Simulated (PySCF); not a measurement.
Ag³⁶⁺: ionisation energy

Ag³⁶⁺ [Ne] 3s1 [3s1/2^1, M_J = 1/2] → Ag³⁷⁺ [Ne], as a difference of total energies. All numbers are calculated (PySCF 2.14, the two-component X2C-1e Hamiltonian, in an even-tempered Gaussian basis (18 s from 7 bohr⁻², ratio 2.4; 13 p from 9 bohr⁻², ratio 2.4; 4 d from 29 bohr⁻², ratio 2.6; 4 f from 44 bohr⁻², ratio 2.6)). Correlated levels: 1s2 frozen; the 48 highest virtual spinors dropped. "Screened" scales the spin-orbit matrix elements by Boettger's factors to mimic the two-electron term; Breit and QED terms are absent.

| method | ionisation energy (eV) |
| --- | --- |
| GHF (spin-free) | 2371.9 |
| GMP2 (spin-free) | 2372.5 |
| GHF (screened spin-orbit) | 2371.8 |
| GMP2 (screened spin-orbit) | 2372.5 |

Breit and QED terms and the two-electron picture change are absent.

For comparison: 2371.99 ± 0.07 eV (semi-empirical (NIST evaluation); NIST Atomic Spectra Database, ionization energies).
